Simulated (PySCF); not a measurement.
Working out the ionisation energy of Tc

Tc [Kr] 4d5 5s2 (6S) → Tc⁺ [Kr] 4d5 5s1 (7S). Computed with PySCF 2.14 in dyall-av2z (22s15p11d2f, 136 functions), with the non-relativistic Hamiltonian (point nucleus). Frozen: [Kr]; the 54 highest virtual orbitals dropped. Energies in hartree (1 hartree = 27.21139 eV):

```tsv
part	Tc (lower)	Tc⁺ (upper)
UHF	-4204.785019	-4204.586920
MP2 opposite-spin	-0.039293	0.000000
MP2 same-spin	-0.065679	-0.066493
```

Task: What does Hartree-Fock give?

Result: (-4204.586920) − (-4204.785019) = 0.198099 hartree = 5.391 eV.

Task: What do MP2 and SCS-MP2 (6/5 opposite-spin, 1/3 same-spin) give?

Result: The opposite-spin parts differ by 1.069 eV and the same-spin parts by -0.022 eV. MP2: 5.391 + (1.069) + (-0.022) = 6.438 eV. SCS-MP2: 5.391 + 1.2 × (1.069) + (-0.022)/3 = 6.666 eV.

Measured between the centres of the two terms (NIST): 7.119 eV, so MP2 (valence) is off by -0.681 eV.

The calculation is non-relativistic.

A double-zeta basis recovers only part of the correlation energy.

What remains against the reference includes basis incompleteness, the frozen core and correlation beyond second order.
